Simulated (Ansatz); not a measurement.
Program: Ansatz. Geometries: PBE0-D4/def2-TZVP. ΔE: electronic, gas phase. CCSD(T)/CBS is the MP2 limit (def2-TZVPP, def2-QZVPP) plus CCSD(T) − MP2 in def2-TZVPP, frozen cores. This one scheme is used for every species. Functionals use def2-TZVPP. HSE06 is defined as in plane-wave codes. Each species was taken in one conformer, which may not be the lowest.

Consider the ligand exchange at a B–O bond: `COB(O)F` + CH₃OH → `COB(F)OC` + H₂O.

```json
{"level": "LDA (SPW92)", "ΔE (kcal/mol)": "-0.5", "difference from CCSD(T)/CBS": "0.8"}
{"level": "r2SCAN-D4", "ΔE (kcal/mol)": "-0.5", "difference from CCSD(T)/CBS": "0.8"}
{"level": "PBE0-D4", "ΔE (kcal/mol)": "-0.3", "difference from CCSD(T)/CBS": "1.0"}
{"level": "BHLYP-D4", "ΔE (kcal/mol)": "-0.7", "difference from CCSD(T)/CBS": "0.6"}
{"level": "CAM-B3LYP-D4", "ΔE (kcal/mol)": "-0.6", "difference from CCSD(T)/CBS": "0.7"}
{"level": "BLYP", "ΔE (kcal/mol)": "0.5", "difference from CCSD(T)/CBS": "1.8"}
{"level": "r2SCANh", "ΔE (kcal/mol)": "-0.2", "difference from CCSD(T)/CBS": "1.1"}
{"level": "r2SCAN0", "ΔE (kcal/mol)": "-0.1", "difference from CCSD(T)/CBS": "1.2"}
{"level": "HSE06", "ΔE (kcal/mol)": "0.3", "difference from CCSD(T)/CBS": "1.6"}
{"level": "HF/def2-SVP", "ΔE (kcal/mol)": "1.1", "difference from CCSD(T)/CBS": "2.4"}
{"level": "HF/def2-TZVPP", "ΔE (kcal/mol)": "0.5", "difference from CCSD(T)/CBS": "1.8"}
{"level": "SCS-MP2/def2-TZVPP", "ΔE (kcal/mol)": "-0.7", "difference from CCSD(T)/CBS": "0.6"}
{"level": "CCSD/def2-TZVPP", "ΔE (kcal/mol)": "-0.7", "difference from CCSD(T)/CBS": "0.6"}
{"level": "CCSD(T)/def2-TZVPP", "ΔE (kcal/mol)": "-0.9", "difference from CCSD(T)/CBS": "0.4"}
{"level": "HF/def2-QZVPP", "ΔE (kcal/mol)": "0.3", "difference from CCSD(T)/CBS": "1.6"}
{"level": "HF/CBS(def2)", "ΔE (kcal/mol)": "0.3", "difference from CCSD(T)/CBS": "1.6"}
{"level": "CCSD(T)/CBS", "ΔE (kcal/mol)": "-1.3", "difference from CCSD(T)/CBS": "0"}
```

Largest T1 diagnostic among the species: 0.012.

Leaving LDA and LC-ωPBE aside and taking each functional with its dispersion term where it has one, the values, not all of them listed here, spread over 0.6 kcal/mol, from BLYP-D4 to B2PLYP. LDA lies −0.9 kcal/mol from PBE without D4. In def2-TZVPP, CCSD(T) changes the Hartree–Fock value by −1.3 kcal/mol (the triples alone add −0.2 kcal/mol) and MP2 by −1.4 kcal/mol. At CCSD(T), def2-SVP lies +1.5 kcal/mol from the extrapolated value and def2-TZVPP +0.4 kcal/mol.
